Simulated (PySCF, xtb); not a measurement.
CH5NOTe, SMILES CO[Te]N.

Coordinates come from a B3LYP-D3(BJ)/def2-SVP optimisation. This is a generated structure with no PubChem entry under its InChIKey; it may be hypothetical. The def2 effective core potentials stand for the cores of Te; spin–orbit coupling is left out. Other conformers were not sampled.

The numbers are results of C-PCM-B3LYP/def2-SVP run with PySCF, not measurements.

The values are the electrostatic part of the solvation free energy, E(continuum) − E(gas) at the gas-phase geometry, in a cavity of scaled van der Waals radii (PySCF's table); cavitation and dispersion terms are not included. In vacuum the orbital gap is 4.59 eV. The dipole moment in vacuum is 1.56 D.

```tsv
solvent	ε	ΔG(elec) (kcal/mol)	dipole (D)	gap (eV)
water	78.36	-5.6	2.10	4.65
methanol	32.61	-5.5	2.09	4.65
benzene	2.27	-3.0	1.83	4.63
```

For comparison, GFN2-xTB/ALPB(water) (xtb, at the GFN2-xTB geometry, all terms of that model) gives -5.9 kcal/mol.
